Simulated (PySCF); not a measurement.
Simulation results for CH5AlBO, C3H7Al, C2H5BN, C2H6AlO and others

All values are calculated (PySCF 2.14.0). Calculation on a computer-drawn molecule: optimised geometry and harmonic frequencies of an isolated molecule of the commonest isotopes, restricted reference for singlets and unrestricted otherwise, frozen core in MP2.

Common to all runs: charge 0.

```yaml
- entry: 1
  formula: CH5AlBO
  start_structure:
    atoms_angstrom:
      - [C, -3.7069, -1.7045, 0.7509]
      - [B, -3.0852, -0.5179, 0.0488]
      - [Al, -1.7346, 0.6757, -0.9324]
      - [O, -1.4627, 0.4638, -2.6224]
      - [H, -4.7064, -1.6463, 1.0129]
      - [H, -3.1413, -1.9801, 1.6794]
      - [H, -3.5461, -2.5817, 0.1056]
      - [H, -0.8623, 1.7758, -0.3894]
      - [H, -1.3162, 0.4242, -3.4919]
  given:
    multiplicity: 2
    method: HF
    basis: "cc-pV(D+d)Z"
    drawn_bonds_atom: [1, 2, 3, 1, 1, 1, 3, 4]
    drawn_bonds_other_atom: [2, 3, 4, 5, 6, 7, 8, 9]
    drawn_bonds_order: [1, 1, 1, 1, 1, 1, 1, 1]
  results:
    optimised_atom_element: [C, B, Al, O, H, H, H, H, H]
    "optimised_atom_x [angstrom]": [-3.653, -2.836, -1.763, -1.5, -4.603, -3.093, -3.896, -1.188, -1.03]
    "optimised_atom_y [angstrom]": [-1.764, -0.7244, 0.6143, 0.2436, -1.38, -2.226, -2.565, 1.955, 0.7557]
    "optimised_atom_z [angstrom]": [0.8349, 0.02043, -1.097, -2.734, 1.218, 1.653, 0.1207, -0.4847, -3.369]
    "modes_frequency [cm^-1]": [88.77, 109.0, 122.0, 322.9, 323.6, 468.3, 490.1, 577.7, 723.6, 808.0, 879.0, 899.0, 1184, 1430, 1513, 1554, 1978, 3134, 3206, 3234, 4224]
    "modes_reduced_mass [dalton]": [1.365, 2.286, 3.708, 3.325, 1.079, 4.223, 1.29, 1.121, 1.367, 1.564, 4.677, 1.291, 3.655, 1.411, 1.043, 1.064, 1.042, 1.043, 1.087, 1.103, 1.068]
    "rotational_constants [GHz]": [19.23, 2.311, 2.091]
    "total_energy [hartree]": -382.2444
    spin_squared: 0.7588
    "convergence_status_largest_gradient_component [hartree/bohr]": 4.778e-06
- entry: 2
  formula: C3H7Al
  start_structure:
    atoms_angstrom:
      - [C, 0.5735, 1.7293, 1.3957]
      - [C, 0.0259, 0.5542, 2.3723]
      - [C, -0.7708, -0.5095, 1.4967]
      - [Al, 1.4898, -0.364, 3.3787]
      - [H, -0.2115, 2.1585, 0.9222]
      - [H, 1.0261, 2.4653, 2.0958]
      - [H, 1.3038, 1.2475, 0.7416]
      - [H, -0.7409, 1.0047, 3.0426]
      - [H, -1.2248, -1.2423, 2.1174]
      - [H, -1.6255, -0.0214, 0.9194]
      - [H, -0.1171, -0.939, 0.7551]
  given:
    multiplicity: 1
    method: HF
    basis: "cc-pV(D+d)Z"
    drawn_bonds_atom: [1, 2, 2, 1, 1, 1, 2, 3, 3, 3]
    drawn_bonds_other_atom: [2, 3, 4, 5, 6, 7, 8, 9, 10, 11]
    drawn_bonds_order: [1, 1, 1, 1, 1, 1, 1, 1, 1, 1]
  results:
    optimised_atom_element: [C, C, C, Al, H, H, H, H, H, H, H]
    "optimised_atom_x [angstrom]": [0.5601, 0.01524, -0.7744, 1.451, -0.2383, 1.077, 1.274, -0.6879, -1.217, -1.595, -0.1361]
    "optimised_atom_y [angstrom]": [1.681, 0.5363, -0.48, -0.3356, 2.192, 2.443, 1.314, 0.9804, -1.272, -0.005651, -0.9695]
    "optimised_atom_z [angstrom]": [1.457, 2.33, 1.486, 3.465, 0.9064, 2.05, 0.7101, 3.056, 2.1, 0.9358, 0.7414]
    "modes_frequency [cm^-1]": [153.5, 175.7, 227.8, 278.6, 365.3, 530.8, 915.6, 975.7, 980.7, 1048, 1128, 1265, 1323, 1419, 1505, 1523, 1578, 1595, 1598, 1608, 3066, 3136, 3140, 3194, 3196, 3201, 3204]
    "modes_reduced_mass [dalton]": [3.479, 1.6, 1.062, 1.629, 2.22, 3.552, 2.699, 1.142, 1.08, 1.332, 2.752, 1.793, 1.622, 1.277, 1.232, 1.214, 1.047, 1.047, 1.045, 1.041, 1.079, 1.036, 1.037, 1.103, 1.102, 1.102, 1.101]
    "rotational_constants [GHz]": [8.049, 4.225, 3.018]
    "total_energy [hartree]": -359.5688
    "convergence_status_largest_gradient_component [hartree/bohr]": 9.832e-06
- entry: 3
  formula: C2H5BN
  start_structure:
    atoms_angstrom:
      - [C, -1.4917, -1.481, -0.29]
      - [C, -1.5626, -1.2916, -1.7382]
      - [B, -0.6875, -0.4737, -2.6138]
      - ["N", 0.0652, 0.1825, -3.2401]
      - [H, -2.3758, -1.1019, 0.2184]
      - [H, -1.3622, -2.5233, -0.0373]
      - [H, -0.6374, -1.0039, 0.0858]
      - [H, -2.4394, -1.7721, -2.2486]
      - [H, 0.7267, 0.7256, -3.889]
  given:
    multiplicity: 2
    method: HF
    basis: cc-pVDZ
    drawn_bonds_atom: [1, 2, 3, 1, 1, 1, 2, 4]
    drawn_bonds_other_atom: [2, 3, 4, 5, 6, 7, 8, 9]
    drawn_bonds_order: [1, 1, 2, 1, 1, 1, 1, 1]
  results:
    optimised_atom_element: [C, C, B, "N", H, H, H, H, H]
    "optimised_atom_x [angstrom]": [-1.482, -1.613, -0.6675, 0.1046, -2.371, -1.391, -0.6124, -2.451, 0.7171]
    "optimised_atom_y [angstrom]": [-1.486, -1.297, -0.472, 0.2005, -1.112, -2.548, -0.9685, -1.79, 0.7342]
    "optimised_atom_z [angstrom]": [-0.2805, -1.766, -2.619, -3.307, 0.2375, -0.03123, 0.1254, -2.249, -3.862]
    "modes_frequency [cm^-1]": [80.9, 193.2, 381.2, 431.5, 473.6, 556.4, 573.3, 809.0, 1061, 1082, 1184, 1426, 1513, 1579, 1588, 2076, 3160, 3214, 3265, 3310, 4099]
    "modes_reduced_mass [dalton]": [1.147, 3.346, 3.254, 1.113, 1.208, 4.313, 1.614, 3.407, 1.325, 1.353, 2.562, 1.592, 1.224, 1.047, 1.067, 8.006, 1.039, 1.1, 1.1, 1.086, 1.101]
    "rotational_constants [GHz]": [38.81, 3.813, 3.548]
    "total_energy [hartree]": -157.7728
    spin_squared: 0.7784
    "convergence_status_largest_gradient_component [hartree/bohr]": 2.899e-05
- entry: 4
  formula: C2H6AlO
  start_structure:
    atoms_angstrom:
      - [C, -0.4657, 0.1247, -0.0884]
      - [C, 0.3001, -0.3597, -1.2931]
      - [O, 1.319, 0.2842, -1.635]
      - [Al, 2.7404, 1.0972, -2.2038]
      - [H, -1.1174, -0.5455, 0.2489]
      - [H, 0.3069, 0.3912, 0.7009]
      - [H, -0.9652, 1.0678, -0.3546]
      - [H, -0.2251, -0.9987, -1.9577]
      - [H, 3.2762, 2.2303, -1.2395]
      - [H, 3.4942, 0.7223, -3.4094]
  given:
    multiplicity: 2
    method: HF
    basis: "cc-pV(D+d)Z"
    drawn_bonds_atom: [1, 2, 3, 1, 1, 1, 2, 4, 4]
    drawn_bonds_other_atom: [2, 3, 4, 5, 6, 7, 8, 9, 10]
    drawn_bonds_order: [1, 1, 1, 1, 1, 1, 1, 1, 1]
  results:
    optimised_atom_element: [C, C, O, Al, H, H, H, H, H, H]
    "optimised_atom_x [angstrom]": [-0.5679, 0.4897, 1.474, 2.804, -1.249, -0.1173, -1.159, 0.2206, 3.688, 3.08]
    "optimised_atom_y [angstrom]": [0.06111, -0.2183, 0.7084, 1.125, -0.7873, 0.2531, 0.946, -0.7212, 2.318, 0.3285]
    "optimised_atom_z [angstrom]": [-0.09347, -1.11, -1.204, -2.161, -0.004329, 0.8829, -0.3627, -2.037, -1.651, -3.492]
    "modes_frequency [cm^-1]": [47.89, 113.5, 163.3, 228.7, 391.1, 594.1, 639.5, 665.7, 737.3, 844.9, 1041, 1102, 1203, 1351, 1473, 1537, 1565, 1585, 2007, 2032, 3136, 3218, 3249, 3267]
    "modes_reduced_mass [dalton]": [2.436, 3.273, 1.19, 1.458, 3.048, 1.239, 1.361, 1.174, 2.817, 1.137, 2.453, 1.418, 2.05, 2.794, 1.299, 1.565, 1.051, 1.069, 1.046, 1.039, 1.05, 1.085, 1.092, 1.099]
    "rotational_constants [GHz]": [34.57, 2.535, 2.405]
    "total_energy [hartree]": -396.0147
    spin_squared: 0.7603
    "convergence_status_largest_gradient_component [hartree/bohr]": 4.062e-06
- entry: 5
  formula: CH3AlClO
  start_structure:
    atoms_angstrom:
      - [C, -3.0602, -0.0151, -0.9604]
      - [O, -1.6956, 0.0658, -0.3878]
      - [Al, -0.1724, 0.142, 0.248]
      - [Cl, 1.4983, -0.7363, 0.9316]
      - [H, -3.2648, 0.9007, -1.4497]
      - [H, -3.7998, -0.2153, -0.1587]
      - [H, -3.1025, -0.8105, -1.687]
  given:
    multiplicity: 2
    method: HF
    basis: "cc-pV(D+d)Z"
    drawn_bonds_atom: [1, 2, 3, 1, 1, 1]
    drawn_bonds_other_atom: [2, 3, 4, 5, 6, 7]
    drawn_bonds_order: [1, 1, 1, 1, 1, 1]
  results:
    optimised_atom_element: [C, O, Al, Cl, H, H, H]
    "optimised_atom_x [angstrom]": [-2.837, -1.909, -0.3818, 0.8218, -3.091, -3.751, -2.449]
    "optimised_atom_y [angstrom]": [-0.03127, 0.6178, 0.5291, -1.178, 0.6035, -0.2284, -0.981]
    "optimised_atom_z [angstrom]": [-0.8765, -0.06178, 0.6014, 0.1671, -1.728, -0.3127, -1.254]
    "modes_frequency [cm^-1]": [64.07, 84.87, 151.5, 267.4, 492.5, 742.3, 1267, 1280, 1303, 1598, 1601, 1605, 3171, 3244, 3251]
    "modes_reduced_mass [dalton]": [1.039, 4.018, 5.77, 9.496, 24.5, 8.201, 1.826, 1.267, 3.129, 1.136, 1.047, 1.047, 1.031, 1.106, 1.107]
    "rotational_constants [GHz]": [10.87, 2.313, 1.93]
    "total_energy [hartree]": -815.9992
    spin_squared: 0.7527
    "convergence_status_largest_gradient_component [hartree/bohr]": 3.715e-05
- entry: 6
  formula: CH3AlClO
  start_structure:
    atoms_angstrom:
      - [C, -2.8371, -0.0313, -0.8765]
      - [O, -1.9088, 0.6178, -0.0618]
      - [Al, -0.3818, 0.5291, 0.6014]
      - [Cl, 0.8218, -1.1784, 0.1671]
      - [H, -3.0908, 0.6035, -1.7276]
      - [H, -3.7509, -0.2284, -0.3127]
      - [H, -2.4494, -0.981, -1.2539]
  given:
    multiplicity: 2
    method: MP2
    basis: "cc-pV(D+d)Z"
    drawn_bonds_atom: [1, 2, 3, 1, 1, 1]
    drawn_bonds_other_atom: [2, 3, 4, 5, 6, 7]
    drawn_bonds_order: [1, 1, 1, 1, 1, 1]
  results:
    optimised_atom_element: [C, O, Al, Cl, H, H, H]
    "optimised_atom_x [angstrom]": [-2.813, -1.958, -0.3866, 0.7245, -3.076, -3.744, -2.345]
    "optimised_atom_y [angstrom]": [-0.02749, 0.729, 0.5246, -1.222, 0.5683, -0.2708, -0.9708]
    "optimised_atom_z [angstrom]": [-0.8627, -0.01904, 0.5974, 0.09459, -1.753, -0.3236, -1.198]
    "modes_frequency [cm^-1]": [85.03, 89.96, 147.5, 265.9, 494.3, 720.5, 1162, 1189, 1208, 1489, 1502, 1507, 3061, 3155, 3165]
    "modes_reduced_mass [dalton]": [1.033, 4.165, 6.002, 8.273, 24.04, 8.764, 2.97, 1.265, 1.89, 1.132, 1.046, 1.045, 1.031, 1.106, 1.106]
    "rotational_constants [GHz]": [10.16, 2.396, 1.963]
    "total_energy [hartree]": -816.5037
    spin_squared: 0.7527
    "convergence_status_largest_gradient_component [hartree/bohr]": 2.849e-06
```
